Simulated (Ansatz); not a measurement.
## Molecular dynamics of BrClF₃H₃NTa

Input:

```yaml
crystal:
  periodic: [false, false, false]
  atoms:
    - { symbol: Ta, position_ang: [0.10189, 0.063465, -0.157376] }
    - { symbol: "N", position_ang: [2.176027, -0.040084, -0.264626] }
    - { symbol: H, position_ang: [2.696194, -0.095958, 0.596979] }
    - { symbol: H, position_ang: [2.650691, -0.536977, -0.999744] }
    - { symbol: F, position_ang: [0.480424, 0.624812, 1.588625] }
    - { symbol: Cl, position_ang: [0.107947, -0.475505, -2.43964] }
    - { symbol: F, position_ang: [-1.423177, 1.127071, -0.260796] }
    - { symbol: F, position_ang: [-0.526742, -1.573637, 0.393678] }
    - { symbol: Br, position_ang: [1.404902, 2.774285, -0.897166] }
    - { symbol: H, position_ang: [2.174845, 1.445128, -0.633432] }
basis:
  gaussian: { orbitals: def2-SVP }
hamiltonian:
  xc: hf
md:
  timestep: 0.5
  n_steps: 200
  ensemble: nve
  temperature: 100.0
  initial_velocities: maxwell_boltzmann
  seed: 7254
```

Command:

```bash
$ ansatz run input.yaml --threads 4 --pin off --max-ram 5120MiB --backend cpu --events-out ev --progress --plain --runs-dir out
```

It starts at the highest image of a converged band. Of that band: Neighbouring images differ by up to 1.3 eV, so the band resolves the path poorly. A vibrational analysis at the climbing image gives one clearly imaginary mode, 1032i cm⁻¹: a first-order saddle point.

Output, in part (one step line in 7, the closing report, with atoms numbered from 0):

```
md step     0: t =     0.00 fs  T =   100.0 K  F+E_penalty+E_count = -93670.82877697 eV  E_kin = 0.103408 eV  conserved = -93670.72536897 eV  (38 SCF iters)
md step     7: t =     3.50 fs  T =    67.6 K  F+E_penalty+E_count = -93670.79505094 eV  E_kin = 0.069880 eV  conserved = -93670.72517089 eV  (40 SCF iters)
md step    14: t =     7.00 fs  T =    38.3 K  F+E_penalty+E_count = -93670.76458190 eV  E_kin = 0.039615 eV  conserved = -93670.72496722 eV  (40 SCF iters)
md step    21: t =    10.50 fs  T =    45.8 K  F+E_penalty+E_count = -93670.77238795 eV  E_kin = 0.047338 eV  conserved = -93670.72504976 eV  (40 SCF iters)
md step    28: t =    14.00 fs  T =    52.8 K  F+E_penalty+E_count = -93670.77967816 eV  E_kin = 0.054605 eV  conserved = -93670.72507319 eV  (41 SCF iters)
md step    35: t =    17.50 fs  T =   134.4 K  F+E_penalty+E_count = -93670.86378570 eV  E_kin = 0.138962 eV  conserved = -93670.72482415 eV  (41 SCF iters)
md step    42: t =    21.00 fs  T =   576.3 K  F+E_penalty+E_count = -93671.32225560 eV  E_kin = 0.595934 eV  conserved = -93670.72632126 eV  (39 SCF iters)
md step    49: t =    24.50 fs  T =   258.8 K  F+E_penalty+E_count = -93670.98788264 eV  E_kin = 0.267572 eV  conserved = -93670.72031055 eV  (40 SCF iters)
md step    56: t =    28.00 fs  T =   462.2 K  F+E_penalty+E_count = -93671.20246141 eV  E_kin = 0.477976 eV  conserved = -93670.72448515 eV  (40 SCF iters)
md step    63: t =    31.50 fs  T =   473.7 K  F+E_penalty+E_count = -93671.21377669 eV  E_kin = 0.489883 eV  conserved = -93670.72389402 eV  (41 SCF iters)
md step    70: t =    35.00 fs  T =   458.7 K  F+E_penalty+E_count = -93671.19684006 eV  E_kin = 0.474360 eV  conserved = -93670.72247967 eV  (41 SCF iters)
md step    77: t =    38.50 fs  T =   848.7 K  F+E_penalty+E_count = -93671.60515972 eV  E_kin = 0.877606 eV  conserved = -93670.72755365 eV  (39 SCF iters)
md step    84: t =    42.00 fs  T =   598.4 K  F+E_penalty+E_count = -93671.34200092 eV  E_kin = 0.618830 eV  conserved = -93670.72317139 eV  (40 SCF iters)
md step    91: t =    45.50 fs  T =   455.8 K  F+E_penalty+E_count = -93671.18348089 eV  E_kin = 0.471341 eV  conserved = -93670.71213973 eV  (41 SCF iters)
md step    98: t =    49.00 fs  T =   844.4 K  F+E_penalty+E_count = -93671.59945020 eV  E_kin = 0.873205 eV  conserved = -93670.72624506 eV  (39 SCF iters)
md step   105: t =    52.50 fs  T =   959.1 K  F+E_penalty+E_count = -93671.71878597 eV  E_kin = 0.991759 eV  conserved = -93670.72702733 eV  (41 SCF iters)
md step   112: t =    56.00 fs  T =   705.1 K  F+E_penalty+E_count = -93671.45131218 eV  E_kin = 0.729171 eV  conserved = -93670.72214166 eV  (41 SCF iters)
md step   119: t =    59.50 fs  T =   785.0 K  F+E_penalty+E_count = -93671.53511610 eV  E_kin = 0.811753 eV  conserved = -93670.72336281 eV  (40 SCF iters)
md step   126: t =    63.00 fs  T =  1477.3 K  F+E_penalty+E_count = -93672.26576683 eV  E_kin = 1.527629 eV  conserved = -93670.73813752 eV  (39 SCF iters)
md step   133: t =    66.50 fs  T =  1479.5 K  F+E_penalty+E_count = -93672.27293446 eV  E_kin = 1.529915 eV  conserved = -93670.74301967 eV  (40 SCF iters)
md step   140: t =    70.00 fs  T =   939.6 K  F+E_penalty+E_count = -93671.69291532 eV  E_kin = 0.971634 eV  conserved = -93670.72128084 eV  (40 SCF iters)
md step   147: t =    73.50 fs  T =  1570.1 K  F+E_penalty+E_count = -93672.36464300 eV  E_kin = 1.623634 eV  conserved = -93670.74100915 eV  (40 SCF iters)
md step   154: t =    77.00 fs  T =  1800.4 K  F+E_penalty+E_count = -93672.59576905 eV  E_kin = 1.861729 eV  conserved = -93670.73404034 eV  (40 SCF iters)
md step   161: t =    80.50 fs  T =  1470.7 K  F+E_penalty+E_count = -93672.24456936 eV  E_kin = 1.520811 eV  conserved = -93670.72375878 eV  (40 SCF iters)
md step   168: t =    84.00 fs  T =  1287.4 K  F+E_penalty+E_count = -93672.04020421 eV  E_kin = 1.331267 eV  conserved = -93670.70893716 eV  (41 SCF iters)
md step   175: t =    87.50 fs  T =  1571.0 K  F+E_penalty+E_count = -93672.34924759 eV  E_kin = 1.624590 eV  conserved = -93670.72465727 eV  (39 SCF iters)
md step   182: t =    91.00 fs  T =  1991.7 K  F+E_penalty+E_count = -93672.79495397 eV  E_kin = 2.059603 eV  conserved = -93670.73535082 eV  (39 SCF iters)
md step   189: t =    94.50 fs  T =  1732.6 K  F+E_penalty+E_count = -93672.53302495 eV  E_kin = 1.791664 eV  conserved = -93670.74136097 eV  (39 SCF iters)
md step   196: t =    98.00 fs  T =  1018.3 K  F+E_penalty+E_count = -93671.77410508 eV  E_kin = 1.053047 eV  conserved = -93670.72105827 eV  (40 SCF iters)
md step   200: t =   100.00 fs  T =  1486.7 K  F+E_penalty+E_count = -93672.26811083 eV  E_kin = 1.537353 eV  conserved = -93670.73075787 eV  (39 SCF iters)
Total energy: -93672.26811083 eV, -3442.3923597293 hartree
Atom 0 at     0.155307     0.362916    -0.233892 Å, force    -0.925312    -4.346364     1.414540 eV/Å
Atom 1 at     2.192751    -0.694514    -0.085480 Å, force     4.164604    -0.177699    -1.583288 eV/Å
Atom 2 at     2.452170    -0.920425     0.891688 Å, force    -0.549317     0.311010    -1.056815 eV/Å
Atom 3 at     2.091816    -1.598732    -0.590172 Å, force     0.082613     1.114669     0.802401 eV/Å
Atom 4 at     0.663063     0.511407     1.590765 Å, force    -0.414729     0.509344    -0.216256 eV/Å
Atom 5 at     0.183680    -0.592920    -2.422831 Å, force     0.043911     0.567568    -0.151869 eV/Å
Atom 6 at    -1.641647     0.749424    -0.096810 Å, force    -0.325942     0.515892    -0.018683 eV/Å
Atom 7 at    -0.156503    -1.453024     0.243590 Å, force    -0.362445    -0.121478     0.259444 eV/Å
Atom 8 at     1.166249     2.396203    -0.776791 Å, force     1.315317     2.888007    -0.879919 eV/Å
Atom 9 at     3.108111    -0.248078    -0.527026 Å, force    -3.028701    -1.260948     1.430446 eV/Å
Dipole moment:     1.152129    -0.017357    -0.002082 e Å
```

All steps were run. The conserved energy stayed within 2 meV per atom of its start (net change -0.54 meV per atom), so the integration is sound. The kinetic energy rose, since the run started high on the potential surface and went downhill. A run of 0.1 ps of so small a system gives no equilibrium averages. The orbitals stay closed-shell, which can raise the energy where a bond breaks towards radicals; this wasn't checked here.

Between its relaxed ends the band would form Ta1–Br9, N2–H10 and break Br9–H10. These pairs go: Ta1–Br9 3.10 → 2.33 Å, N2–H10 1.53 → 1.11 Å, Br9–H10 1.56 → 3.29 Å. In the last frame they stand as after the step (other bonds may differ from the relaxed reactants and products). It ends as one piece, BrClF3H3NTa. Pairs count as bonded within 1.25 times the sum of covalent radii (0.12 Å more for H–H).

Last frame:

```xyz
10
Properties=species:S:1:pos:R:3
Ta 0.155 0.363 -0.234
N 2.193 -0.695 -0.086
H 2.452 -0.920 0.892
H 2.092 -1.599 -0.590
F 0.663 0.511 1.591
Cl 0.184 -0.593 -2.423
F -1.642 0.749 -0.097
F -0.157 -1.453 0.244
Br 1.166 2.396 -0.777
H 3.108 -0.248 -0.527
```

The run took 7 min on 4 threads of Arm Neoverse V2, with other jobs on the host, peak memory 0.51 GiB.
